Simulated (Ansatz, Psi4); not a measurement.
**Heat of formation of C2H3I (vinyl iodide) from total energies**

C2H3I has 6 atoms, charge 0, and is taken as a singlet. As SMILES, `C=CI`. Geometry: relaxed at PBE0-D4/def2-TZVP.

Total energies at wB97X-V/def2-SVP (core potential) (Psi4 1.11); the atoms run unrestricted:

| species | state | energy (Eh) |
| --- | --- | --- |
| C2H3I | singlet | -375.586532 |
| C | triplet | -37.802044 |
| I | doublet | -297.659122 |
| H | doublet | -0.499622 |

Harmonic wavenumbers at PBE0-D4/def2-TZVP, in cm⁻¹: 312, 560, 563, 948, 986, 1004, 1260, 1407, 1667, 3154, 3220, 3250.

Measured heats of formation of the gaseous atoms at 298.15 K, in kJ/mol: C 716.9, I 106.8, H 218.0. Spin-orbit lowering of the atoms at 298 K (mean of the ground term's levels less their thermal mean, from spectra), in kJ/mol: C 0.02, I 30.32. Take 1 Eh = 2625.50 kJ/mol, 1 cm⁻¹ = 0.0119627 kJ/mol, RT = 2.479 kJ/mol.

Problem. What heat of formation follows?

Solution. 
1. Electronic atomisation energy: 2 × (-37.802044) + (-297.659122) + 3 × (-0.499622) − (-375.586532) = 0.824456 Eh = 2164.6 kJ/mol.
2. Zero-point energy: half the sum of the wavenumbers, 9165.5 cm⁻¹ = 109.6 kJ/mol.
3. Thermal vibrational enthalpy, Σ hcν̃/(exp(hcν̃/kT) − 1): 2.4 kJ/mol. Translation, rotation and pV of a non-linear molecule: 4 RT = 9.9 kJ/mol.
4. The 6 free atoms carry 5/2 RT each: 37.2 kJ/mol.
5. Spin-orbit coupling lowers the free atoms by 2 × 0.02 + 30.32 = 30.4 kJ/mol.
6. Atomisation enthalpy at 298 K: 2164.6 − 30.4 − 109.6 − 2.4 − 9.9 + 37.2 = 2049.5 kJ/mol.
7. Sum of the atoms' heats of formation: 2194.6 kJ/mol. Heat of formation: 2194.6 − 2049.5 = +145.1 kJ/mol.

The tabulated value is +130.6 kJ/mol (Active Thermochemical Tables), so this level is off by +14.5 kJ/mol, or 0.7 % of the atomisation enthalpy. Anharmonicity and any spin-orbit splitting of the molecule are left out.
